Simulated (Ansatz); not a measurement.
Ansatz (a first-principles code) input file for Al(H)(OH)(SeH) (AlH₃OSe), SMILES [OH][AlH][SeH], PBE-D3(BJ)/def2-TZVP. 

Ansatz 0.2 input:
```yaml
crystal:
  periodic: [false, false, false]
  atoms:
    - {symbol: Al, position_ang: [-0.62362901, 0.70935054, -0.84148390]}
    - {symbol: H, position_ang: [-1.60956346, 0.33876226, -1.93222875]}
    - {symbol: O, position_ang: [-0.24480351, 2.29093675, -0.64718406]}
    - {symbol: H, position_ang: [-0.08064192, 3.22242562, -0.59359274]}
    - {symbol: Se, position_ang: [0.31570555, -0.91750561, 0.51098285]}
    - {symbol: H, position_ang: [1.02182177, 0.08495183, 1.26916769]}
basis:
  gaussian:
    orbitals: def2-TZVP
hamiltonian:
  xc: pbe
  dispersion: d3bj
relax: {f_tol: 0.002, max_steps: 200}
```

Output:

```
WARN ansatz: RAYON_NUM_THREADS=1 ignored (pool sized by the plan → 1); use --threads N
Functional definition: PBE
integrals: 0.05 GiB planned
929 factors; their error is unknown
mean field: 0.38 GiB planned
mean field evaluation 1: about -74022.0128 eV, gradient 7.0e1 eV
mean field evaluation 2: about -73951.7249 eV, gradient 1.8e2 eV
mean field evaluation 4: about -74029.5801 eV, gradient 1.5e1 eV
mean field evaluation 8: about -74030.1529 eV, gradient 6.3e-2 eV
mean field evaluation 16: about -74030.1175 eV, gradient 1.6e-5 eV
mean field -74030.11753659 eV, -2720.5566400537 hartree, gradient 1.6e-5 eV, S^2 0.000000; 0 other end points of the search recorded, 0 dependent functions left out
the calculation of the forces begins
reference -74030.11757617 eV, -2720.5566415082 hartree; 29, 29 occupied and 105, 105 virtual orbitals, 929 factors
relax step   1: F+E_penalty+E_count = -74030.21789377 eV  Δ(F+E_penalty+E_count) = +0.000e0 eV  max|allowed force component| = 7.733e-1 eV/Å  Δτ_max = 0.0000 Å  (28 SCF iters, accepted)
these checks for a lower state are left out or cut short: starts, cluster_reference, orbital_swaps, neighbouring_geometries, increment
integrals: 0.05 GiB planned
929 factors; their error is unknown
mean field: 0.37 GiB planned
mean field -74030.18425134 eV, -2720.5590917756 hartree, gradient 1.6e-5 eV, S^2 0.000000; 0 other end points of the search recorded, 0 dependent functions left out
the calculation of the forces begins
reference -74030.18429100 eV, -2720.5590932331 hartree; 29, 29 occupied and 105, 105 virtual orbitals, 929 factors
[...]
these checks for a lower state are left out or cut short: starts, cluster_reference, orbital_swaps, neighbouring_geometries, increment
integrals: 0.05 GiB planned
929 factors; their error is unknown
mean field: 0.37 GiB planned
mean field -74030.19569835 eV, -2720.5595124455 hartree, gradient 1.6e-5 eV, S^2 0.000000; 0 other end points of the search recorded, 0 dependent functions left out
the calculation of the forces begins
reference -74030.19573801 eV, -2720.5595139031 hartree; 29, 29 occupied and 105, 105 virtual orbitals, 929 factors
relax step   6: F+E_penalty+E_count = -74030.29553879 eV  Δ(F+E_penalty+E_count) = -2.350e-3 eV  max|allowed force component| = 3.704e-1 eV/Å  Δτ_max = 0.0208 Å  (30 SCF iters, accepted)
these checks for a lower state are left out or cut short: starts, cluster_reference, orbital_swaps, neighbouring_geometries, increment
integrals: 0.05 GiB planned
929 factors; their error is unknown
mean field: 0.37 GiB planned
mean field -74030.19789108 eV, -2720.5595930269 hartree, gradient 1.6e-5 eV, S^2 0.000000; 0 other end points of the search recorded, 0 dependent functions left out
the calculation of the forces begins
reference -74030.19793079 eV, -2720.5595944861 hartree; 29, 29 occupied and 105, 105 virtual orbitals, 929 factors
relax step   7: F+E_penalty+E_count = -74030.29761788 eV  Δ(F+E_penalty+E_count) = -2.079e-3 eV  max|allowed force component| = 1.051e-1 eV/Å  Δτ_max = 0.0140 Å  (30 SCF iters, accepted)
these checks for a lower state are left out or cut short: starts, cluster_reference, orbital_swaps, neighbouring_geometries, increment
integrals: 0.05 GiB planned
929 factors; their error is unknown
mean field: 0.37 GiB planned
mean field evaluation 64: about -74030.2112 eV, gradient 2.6e-3 eV
mean field -74030.21116998 eV, -2720.5600810175 hartree, gradient 1.8e-5 eV, S^2 0.000000; 0 other end points of the search recorded, 0 dependent functions left out
the calculation of the forces begins
reference -74030.21120969 eV, -2720.5600824766 hartree; 29, 29 occupied and 105, 105 virtual orbitals, 929 factors
relax step   8: F+E_penalty+E_count = -74030.31117390 eV  Δ(F+E_penalty+E_count) = -1.356e-2 eV  max|allowed force component| = 1.779e-1 eV/Å  Δτ_max = 0.0489 Å  (29 SCF iters, accepted)
these checks for a lower state are left out or cut short: starts, cluster_reference, orbital_swaps, neighbouring_geometries, increment
integrals: 0.05 GiB planned
929 factors; their error is unknown
mean field: 0.37 GiB planned
mean field -74030.24829283 eV, -2720.5614452570 hartree, gradient 8.4e-6 eV, S^2 0.000000; 0 other end points of the search recorded, 0 dependent functions left out
the calculation of the forces begins
reference -74030.24833225 eV, -2720.5614467058 hartree; 29, 29 occupied and 105, 105 virtual orbitals, 929 factors
relax step   9: F+E_penalty+E_count = -74030.34881053 eV  Δ(F+E_penalty+E_count) = -3.764e-2 eV  max|allowed force component| = 8.313e-1 eV/Å  Δτ_max = 0.0926 Å  (30 SCF iters, accepted)
these checks for a lower state are left out or cut short: starts, cluster_reference, orbital_swaps, neighbouring_geometries, increment
integrals: 0.05 GiB planned
929 factors; their error is unknown
mean field: 0.37 GiB planned
mean field -74030.26743867 eV, -2720.5621488535 hartree, gradient 2.0e-5 eV, S^2 0.000000; 0 other end points of the search recorded, 0 dependent functions left out
the calculation of the forces begins
reference -74030.26747791 eV, -2720.5621502957 hartree; 29, 29 occupied and 105, 105 virtual orbitals, 929 factors
relax step  10: F+E_penalty+E_count = -74030.36804131 eV  Δ(F+E_penalty+E_count) = -1.923e-2 eV  max|allowed force component| = 8.732e-1 eV/Å  Δτ_max = 0.0444 Å  (28 SCF iters, accepted)
these checks for a lower state are left out or cut short: starts, cluster_reference, orbital_swaps, neighbouring_geometries, increment
integrals: 0.05 GiB planned
929 factors; their error is unknown
mean field: 0.38 GiB planned
mean field -74030.21755500 eV, -2720.5603156624 hartree, gradient 2.2e-5 eV, S^2 0.000000; 0 other end points of the search recorded, 0 dependent functions left out
the calculation of the forces begins
reference -74030.21759333 eV, -2720.5603170710 hartree; 29, 29 occupied and 105, 105 virtual orbitals, 929 factors
relax step  11: F+E_penalty+E_count = -74030.31894796 eV  Δ(F+E_penalty+E_count) = +4.909e-2 eV  max|allowed force component| = 2.301e0 eV/Å  Δτ_max = 0.1944 Å  (34 SCF iters, rejected (line search))
these checks for a lower state are left out or cut short: starts, cluster_reference, orbital_swaps, neighbouring_geometries, increment
integrals: 0.05 GiB planned
929 factors; their error is unknown
mean field: 0.38 GiB planned
mean field -74030.31091496 eV, -2720.5637465779 hartree, gradient 2.1e-5 eV, S^2 0.000000; 0 other end points of the search recorded, 0 dependent functions left out
the calculation of the forces begins
reference -74030.31095393 eV, -2720.5637480099 hartree; 29, 29 occupied and 105, 105 virtual orbitals, 929 factors
relax step  12: F+E_penalty+E_count = -74030.41139056 eV  Δ(F+E_penalty+E_count) = -4.335e-2 eV  max|allowed force component| = 2.689e-1 eV/Å  Δτ_max = 0.0972 Å  (29 SCF iters, accepted)
these checks for a lower state are left out or cut short: starts, cluster_reference, orbital_swaps, neighbouring_geometries, increment
integrals: 0.05 GiB planned
929 factors; their error is unknown
mean field: 0.38 GiB planned
mean field evaluation 96: about -74030.2868 eV, gradient 5.7e0 eV
mean field -74030.33786885 eV, -2720.5647371150 hartree, gradient 2.3e-5 eV, S^2 0.000000; 0 other end points of the search recorded, 0 dependent functions left out
the calculation of the forces begins
reference -74030.33790751 eV, -2720.5647385356 hartree; 29, 29 occupied and 105, 105 virtual orbitals, 929 factors
relax step  13: F+E_penalty+E_count = -74030.43839805 eV  Δ(F+E_penalty+E_count) = -2.701e-2 eV  max|allowed force component| = 3.511e-1 eV/Å  Δτ_max = 0.1000 Å  (29 SCF iters, accepted)
these checks for a lower state are left out or cut short: starts, cluster_reference, orbital_swaps, neighbouring_geometries, increment
integrals: 0.05 GiB planned
929 factors; their error is unknown
mean field: 0.38 GiB planned
mean field -74030.34453931 eV, -2720.5649822498 hartree, gradient 2.0e-5 eV, S^2 0.000000; 0 other end points of the search recorded, 0 dependent functions left out
the calculation of the forces begins
reference -74030.34457782 eV, -2720.5649836651 hartree; 29, 29 occupied and 105, 105 virtual orbitals, 929 factors
relax step  14: F+E_penalty+E_count = -74030.44502679 eV  Δ(F+E_penalty+E_count) = -6.629e-3 eV  max|allowed force component| = 4.009e-2 eV/Å  Δτ_max = 0.0554 Å  (30 SCF iters, accepted)
these checks for a lower state are left out or cut short: starts, cluster_reference, orbital_swaps, neighbouring_geometries, increment
integrals: 0.05 GiB planned
929 factors; their error is unknown
mean field: 0.37 GiB planned
mean field -74030.34492796 eV, -2720.5649965327 hartree, gradient 2.0e-5 eV, S^2 0.000000; 0 other end points of the search recorded, 0 dependent functions left out
the calculation of the forces begins
reference -74030.34496645 eV, -2720.5649979469 hartree; 29, 29 occupied and 105, 105 virtual orbitals, 929 factors
relax step  15: F+E_penalty+E_count = -74030.44540529 eV  Δ(F+E_penalty+E_count) = -3.785e-4 eV  max|allowed force component| = 5.312e-2 eV/Å  Δτ_max = 0.0227 Å  (29 SCF iters, accepted)
these checks for a lower state are left out or cut short: starts, cluster_reference, orbital_swaps, neighbouring_geometries, increment
integrals: 0.05 GiB planned
929 factors; their error is unknown
mean field: 0.37 GiB planned
mean field -74030.34527526 eV, -2720.5650092954 hartree, gradient 2.1e-5 eV, S^2 0.000000; 0 other end points of the search recorded, 0 dependent functions left out
the calculation of the forces begins
reference -74030.34531375 eV, -2720.5650107098 hartree; 29, 29 occupied and 105, 105 virtual orbitals, 929 factors
relax step  16: F+E_penalty+E_count = -74030.44563004 eV  Δ(F+E_penalty+E_count) = -2.247e-4 eV  max|allowed force component| = 1.210e-2 eV/Å  Δτ_max = 0.0070 Å  (31 SCF iters, accepted)
these checks for a lower state are left out or cut short: starts, cluster_reference, orbital_swaps, neighbouring_geometries, increment
integrals: 0.05 GiB planned
929 factors; their error is unknown
mean field: 0.37 GiB planned
mean field evaluation 128: about -74030.3453 eV, gradient 3.3e-3 eV
mean field -74030.34527013 eV, -2720.5650091070 hartree, gradient 2.1e-5 eV, S^2 0.000000; 0 other end points of the search recorded, 0 dependent functions left out
the calculation of the forces begins
reference -74030.34530862 eV, -2720.5650105215 hartree; 29, 29 occupied and 105, 105 virtual orbitals, 929 factors
relax step  17: F+E_penalty+E_count = -74030.44564610 eV  Δ(F+E_penalty+E_count) = -1.606e-5 eV  max|allowed force component| = 3.571e-3 eV/Å  Δτ_max = 0.0022 Å  (31 SCF iters, accepted)
these checks for a lower state are left out or cut short: starts, cluster_reference, orbital_swaps, neighbouring_geometries, increment
integrals: 0.05 GiB planned
929 factors; their error is unknown
mean field: 0.37 GiB planned
mean field -74030.34528065 eV, -2720.5650094936 hartree, gradient 1.6e-5 eV, S^2 0.000000; 0 other end points of the search recorded, 0 dependent functions left out
the calculation of the forces begins
reference -74030.34531914 eV, -2720.5650109081 hartree; 29, 29 occupied and 105, 105 virtual orbitals, 929 factors
relax step  18: F+E_penalty+E_count = -74030.44565241 eV  Δ(F+E_penalty+E_count) = -6.302e-6 eV  max|allowed force component| = 2.819e-4 eV/Å  Δτ_max = 0.0009 Å  (22 SCF iters, accepted)
integrals: 0.05 GiB planned
929 factors; their error is unknown
mean field: 0.37 GiB planned
mean field -74030.34528065 eV, -2720.5650094936 hartree, gradient 1.5e-5 eV, S^2 0.000000; 1 other end points of the search recorded, 0 dependent functions left out
the calculation of the forces begins
reference -74030.34531914 eV, -2720.5650109081 hartree; 29, 29 occupied and 105, 105 virtual orbitals, 929 factors
Total energy: -74030.44569090 eV, -2720.5686995020 hartree
Atom 0 at    -0.576035     0.760888    -0.786933 Å, force    -0.000045    -0.000282    -0.000012 eV/Å
Atom 1 at    -1.599532     0.465774    -1.964126 Å, force     0.000109    -0.000097     0.000183 eV/Å
Atom 2 at    -0.037843     2.339946    -0.395912 Å, force     0.000150     0.000145     0.000136 eV/Å
Atom 3 at    -0.350988     3.108334    -0.893570 Å, force    -0.000066     0.000252    -0.000132 eV/Å
Atom 4 at     0.279036    -0.966179     0.512547 Å, force     0.000012     0.000073    -0.000069 eV/Å
Atom 5 at     1.064252     0.020159     1.293656 Å, force    -0.000159    -0.000091    -0.000107 eV/Å
Dipole moment:    -0.108731     0.263907    -0.172355 e Å
```

The calculation finished and met its thresholds.

Cost: very roughly 50 core-seconds.
